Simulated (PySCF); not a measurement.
# Reading the logs of faulty runs: BHO2Si

All numbers below are calculated, not measured. They come from PySCF 2.14.0, an open-source quantum chemistry program, on an isolated molecule that a program drew, which may never have been made. The molecule is BHO2Si (charge 0, singlet), drawn as the SMILES string `O=BO[SiH]`.

Each row is a Hartree-Fock (HF) and frozen-core CCSD(T) single point in the cc-pV(D+d)Z basis, meant for a local HF minimum. Run 1 is clean. Each other run has one planted mistake out of seven kinds, and not every kind appears here: one electron removed, one electron added, multiplicity raised by two, geometry at a saddle point, minimal basis STO-3G, one bond length entered in bohr, all coordinates scaled. The reference is restricted for singlets and unrestricted otherwise, and also for a bond in bohr. Adding or removing an electron swaps singlet and doublet. Electrons count all cores. HOMO and LUMO are orbital energies over both spins, the gradient is its largest component, and the lowest frequency (negative if imaginary) is given only where the gradient is small. Bond lengths are over the 4 bonds as drawn. T1 is the CCSD diagnostic: over 0.02 (restricted) or 0.045 (unrestricted) a single reference is doubtful.

Geometry of the clean run:
```xyz
5
BHO2Si, angstrom
O    -2.5711    0.0156    1.2180
B    -1.3770   -0.0320    1.2444
O    -0.0674   -0.0702    1.2599
Si    1.2135   -0.8747    2.0247
H     0.3617   -1.7686    2.9111
```

```
run,electrons,basis functions,<S^2>,HOMO (eV),LUMO (eV),gradient (hartree/bohr),lowest frequency (cm^-1),mean bond (Å),longest bond (Å),T1,HF (hartree),CCSD(T) (hartree),mistake
1,36,70,0.000,-10.12,0.15,3.8e-05,111,1.4301,1.695,0.0187,-464.01983,-464.57087,no fault
2,36,25,0.000,-7.24,5.38,3.0e-02,-,1.4301,1.695,0.0243,-458.30393,-458.52285,minimal basis STO-3G
3,36,70,0.000,-10.40,-0.11,1.1e-01,-,1.5102,1.790,0.0216,-464.00163,-464.56534,all coordinates scaled
4,36,70,0.882,-8.39,-0.07,4.8e-03,-,1.7682,2.872,0.0430,-463.93402,-464.47068,?
```

**Which mistake was planted in run 4, and what did it cost?**

The mean bond changes by a factor of 1.236 and the longest by 1.694, so the molecule wasn't scaled as a whole. A length L in bohr read as angstrom grows by (1/0.5292 - 1) L = 0.890 L. The 4 bonds together grew by 4 x 0.3381 = 1.352 Å, which gives L = 1.520 Å. That is bond Si4-H5, 1.520 Å in the clean geometry. So the mistake is: one bond length entered in bohr. Subtracting run 1 and multiplying by 627.51 kcal/mol a hartree, the energy moved by 53.8 kcal/mol in HF and 62.9 kcal/mol in CCSD(T).

Cautions from the logs. Run 2: T1 is over the limit, so its CCSD(T) energy is less reliable; run 3: T1 is over the limit, so its CCSD(T) energy is less reliable.
